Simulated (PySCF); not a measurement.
## Spinor energies of Nd⁵⁴⁺ (neodymium, charge +54)

Start: [He] 2s2 2p2; 2p1/2 filled at m_j = -1/2, +1/2. Calculated with PySCF 2.14 in an uncontracted even-tempered set (17 s from 34 bohr⁻², ratio 2.4; 13 p from 45 bohr⁻², ratio 2.4; 5 d from 150 bohr⁻², ratio 2.6; 4 f from 220 bohr⁻², ratio 2.6): generalised Hartree-Fock with the X2C-1e Hamiltonian and a Gaussian nucleus; one run each with spin-orbit coupling (SO) switched off, then screened by Boettger's factors.

```json
{"spinor shell": "1s1/2", "electrons": "2", "ε, spin-free (eV)": "-48976.5", "ε, screened SO (eV)": "-48943.2", "weight of nominal j (screened SO)": "1.000", "rms radius, screened SO (bohr)": "0.0268"}
{"spinor shell": "2s1/2", "electrons": "2", "ε, spin-free (eV)": "-11603.8", "ε, screened SO (eV)": "-11593.6", "weight of nominal j (screened SO)": "1.000", "rms radius, screened SO (bohr)": "0.105"}
{"spinor shell": "2p1/2", "electrons": "2", "ε, spin-free (eV)": "-11036.0", "ε, screened SO (eV)": "-11399.4", "weight of nominal j (screened SO)": "1.000", "rms radius, screened SO (bohr)": "0.0889"}
```

| quantity | spin-free | screened SO |
| --- | --- | --- |
| E (hartree) | -5468.34232 | -5496.54953 |
| M_J | 0 | 0 |
| ⟨J²⟩ | 2.000 | 0.000 |
| ⟨L²⟩ | 2.000 | 1.333 |
| ⟨S²⟩ | 2.000 | 1.333 |

Breit and QED terms are absent; they matter most for the inner s and p1/2 levels.

Densities and radii are taken from the X2C orbitals without a picture-change correction, which distorts them close to the nucleus.

Without spin-orbit coupling the j labels of p, d and f shells carry no meaning; the spin-free column gives the mean over the occupied spinors of each nl shell.
